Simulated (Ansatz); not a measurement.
Compare A (`N=[CH][AlH][CH2][SiH3]`) with its isomer B (`[CH3][Al]1[NH][SiH]1C`).

Calculated with Ansatz (gas phase, PBE0-D4/def2-TZVP geometries, no zero-point term in ΔE). CCSD(T)/CBS is the MP2 limit (def2-TZVPP, def2-QZVPP) plus CCSD(T) − MP2 in def2-TZVPP, frozen cores. Functionals use def2-TZVPP. B3LYP here is the variant with VWN-RPA as its local correlation; programs differ in this. Each species was taken in one conformer, which may not be the lowest.

A:

```xyz
13

N     2.2376   -2.5198    0.4124
C     1.2025   -1.9444   -0.0657
Al    0.2972   -0.4812    0.9105
C    -1.2729    0.4553    0.2451
Si   -0.8704    1.8205   -0.9644
H     2.4956   -2.1198    1.3205
H     0.8816   -2.3347   -1.0416
H     0.9998   -0.1290    2.2924
H    -1.9340   -0.2549   -0.2658
H    -1.8281    0.8910    1.0831
H    -0.1696    1.2586   -2.1528
H     0.0423    2.8154   -0.3342
H    -2.0815    2.5431   -1.4395
```

B:

```xyz
13

C    -0.178   -2.958    0.693
Al   -0.050   -1.149   -0.013
N    -1.182    0.175   -0.371
Si    0.317    0.966   -0.858
C     0.782    2.534    0.058
H    -1.204   -3.195    0.987
H     0.467   -3.085    1.566
H     0.140   -3.690   -0.055
H    -2.133    0.512   -0.404
H     0.402    1.299   -2.317
H     0.102    3.350   -0.210
H     1.794    2.846   -0.215
H     0.745    2.394    1.140
```

Which isomer does CCSD(T)/CBS put lower? Give the gap. (An estimate is asked.)

Ansatz gave: B, by 182.1 kJ/mol.

Give E(B) − E(A) in kJ/mol with PBE0-D4, r2SCAN-D4, CCSD(T)/def2-TZVPP, B3LYP, ωB97M-V, B2PLYP, MP2/def2-TZVPP. (Best estimate.)

Ansatz gave: PBE0-D4 -197.8, r2SCAN-D4 -198.9, CCSD(T)/def2-TZVPP -175.9, B3LYP -174.0, ωB97M-V -180.7, B2PLYP -179.2, MP2/def2-TZVPP -192.1. None reverses the order clearly.

Largest T1 diagnostic: 0.012.

In def2-TZVPP, CCSD(T) changes the Hartree–Fock value by −32.5 kJ/mol (the triples alone add −2.2 kJ/mol) and MP2 by −48.7 kJ/mol. From PBE to PBE0 (25 % exact exchange), in def2-TZVPP and without D4, E(B) − E(A) moves by −3.7 kJ/mol.
